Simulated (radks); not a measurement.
Question: The erbium ion Er8+ is in [Kr] 4d10 4f7 5s2 5p5. All-electron calculation, scalar-relativistic Kohn-Sham, PBEsol, spin-polarised, spherical densities, finite nucleus; Fermi nuclear charge, rms radius of each element as measured or else 0.836 A^(1/3) + 0.57 fm. Program: a radial shooting solver on a logarithmic mesh with Libxc functionals. Open shells are filled with parallel spins first. One electron is removed from 4d, 5s, 5p, 4f in turn, with full relaxation. Which removal costs least, and what does each cost?

Answer: 5p 150.55 eV; 4f 169.06 eV; 5s 183.50 eV; 4d 329.27 eV. The 5p electron leaves first.
